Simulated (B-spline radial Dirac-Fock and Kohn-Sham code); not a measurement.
Pt²⁺ 4f5/2: cross section and angular parameters

System: platinum as Pt²⁺, configuration [Xe] 4f14 5d8; threshold 107.6 eV (orbital energy of the model). Level of theory: Dirac-Hartree-Slater photoionisation with a Latter tail; cross sections with all multipoles, angular parameters from the dipole term and its interference with E2; a radial atomic solver.

Input of the calculation (task.json; shells as n, l, electrons):

```json
{"items": [{
  "Z": 78,
  "q": 2,
  "cfg": [[1, 0, 2], [2, 0, 2], [2, 1, 6], [3, 0, 2], [3, 1, 6], [3, 2, 10], [4, 0, 2], [4, 1, 6], [4, 2, 10], [4, 3, 14], [5, 0, 2], [5, 1, 6], [5, 2, 8]],
  "A": 195,
  "rrms": 5.427,
  "do": "xps",
  "hv": [54.9, 59.1, 70.2, 90.8, 100, 116.0, 118.0, 121.0, 146.0, 150, 200, 203.0, 385.0, 394.0, 400, 403.0, 527.0, 1060.0, 1253.6, 1486.9, 1540.0, 2560.0, 2620.0, 3690.0, 5730.0, 6000, 6930.0, 8047.8, 8740.0, 13600.0]
}]}
```

Run with: `python xray2_run.py task.json out`

For linearly polarised light dσ/dΩ = σ/(4π) [1 + β P₂(cos θ) + (δ + γ cos²θ) sin θ cos φ], with θ from the polarisation vector and φ the angle between the beam and the projection of the electron momentum on the plane normal to the polarisation.

```
hν (eV)  σ (kb)      β       γ       δ
    116     243  1.433  -0.012  -0.002
    118     250  1.566  -0.006  -0.002
    121     263  1.710   0.002  -0.001
    146     561  1.307   0.016   0.005
    150     638  1.170   0.014   0.006
    200    1650  0.357  -0.002   0.011
    203    1700  0.342  -0.003   0.011
    385    2000  0.451  -0.005   0.022
    394    1950  0.465  -0.004   0.022
    400    1910  0.474  -0.004   0.023
    403    1900  0.478  -0.004   0.023
    527       ?      ?       ?       ?
   1060     250  0.969   0.103   0.061
 1253.6     155  1.015   0.156   0.071
 1486.9    92.9  1.046   0.226   0.083
   1540    83.3  1.051   0.243   0.086
   2560    15.5  1.052   0.548   0.134
   2620    14.3  1.049   0.565   0.137
   3690    4.16  0.988   0.823   0.185
   5730   0.766  0.869   1.171   0.273
   6000   0.638  0.856   1.206   0.284
   6930   0.357  0.811   1.318   0.322
 8047.8   0.193  0.765   1.432   0.367
   8740   0.137  0.739   1.494   0.395
  13600  0.0206  0.602   1.793   0.573
```

Q: Give the values at 527 eV.

A: σ = 1270 kb, β = 0.639, γ = 0.004, δ = 0.030.
